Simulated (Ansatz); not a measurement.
`CO[SiH](Cl)OC` + `CN[SiH](N)F` → `CN(C)[SiH](N)F` + `CO[SiH](O)Cl`  (substitution at a C–O bond)

Gas-phase electronic energies from Ansatz, PBE0-D4/def2-TZVP geometries. CBS: MP2 limit from def2 TZ/QZ plus the TZ coupled-cluster correction, frozen cores. Functionals use def2-TZVPP. B3LYP here is the variant with VWN-RPA as its local correlation; programs differ in this. One conformer a species, not always the lowest.

Is it downhill or uphill in electronic energy at CCSD(T)/CBS, and by how much? (Best estimate.)

The calculation gave: Downhill: ΔE = -32.7 kJ/mol.

What do these levels give: PBE-D4, PBE0-D4, B3LYP-D4, ωB97M-V, PBE, MP2/CBS(def2)? (Estimate.)

The calculation gave: PBE-D4 -33.4, PBE0-D4 -32.9, B3LYP-D4 -28.3, ωB97M-V -31.4, PBE -30.9, MP2/CBS(def2) -37.1 kJ/mol.

Largest T1 diagnostic among the species: 0.011.

In def2-TZVPP, CCSD(T) changes the Hartree–Fock value by −15.9 kJ/mol (the triples alone add −2.1 kJ/mol) and MP2 by −20.4 kJ/mol. The D4 term adds −3.9 kJ/mol with B3LYP and −2.1 kJ/mol with PBE0; it sums over pairs of atoms, weighted by their polarisabilities, and B3LYP, whose exchange is more repulsive, gets the larger term.
